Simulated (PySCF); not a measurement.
C₂H₇NTe, SMILES CC[Te]N.

Coordinates come from a PBE0-D3(BJ)/def2-SVP optimisation. This is a generated structure with no PubChem entry under its InChIKey; it may be hypothetical. The def2 effective core potentials stand for the cores of Te; spin–orbit coupling is left out. One conformer was computed; it need not be the lowest.

The numbers are results of PBE0-D3(BJ)/def2-SVP run with PySCF, not measurements.

Frequencies are harmonic and unscaled.

```csv
mode,ν (cm⁻¹),IR (km/mol),moving atoms (share of kinetic energy)
1,64,0.6,"H 42 %, C 33 %, N 22 %"
2,166,3.4,"N 42 %, H 34 %, C 20 %"
3,249,2.1,"H 80 %, C 18 %"
4,271,3.1,"C 46 %, H 37 %, Te 13 %"
5,351,40.6,H 91 %
6,498,30.1,"C 63 %, H 23 %, Te 9 %"
7,529,96.8,"N 70 %, H 19 %"
8,695,30.8,"H 78 %, N 13 %"
9,734,45.6,"H 77 %, N 11 %, C 9 %"
10,943,0.9,H 94 %
11,955,10.5,"H 86 %, C 14 %"
12,978,2.1,"H 82 %, C 18 %"
13,1074,3.2,"C 71 %, H 29 %"
14,1212,27.6,"H 71 %, C 29 %"
15,1243,4.5,"H 77 %, C 23 %"
16,1384,4.8,"H 80 %, C 20 %"
17,1441,2.4,"H 88 %, C 12 %"
18,1461,9.8,H 97 %
19,1473,2.8,H 97 %
20,1540,18.4,H 92 %
21,3045,29.3,H 97 %
22,3082,9.3,H 95 %
23,3131,15.2,"H 91 %, C 9 %"
24,3143,0.7,"H 90 %, C 10 %"
25,3160,13.7,"H 90 %, C 10 %"
26,3546,7.9,H 96 %
27,3659,21.9,"H 91 %, N 9 %"
```
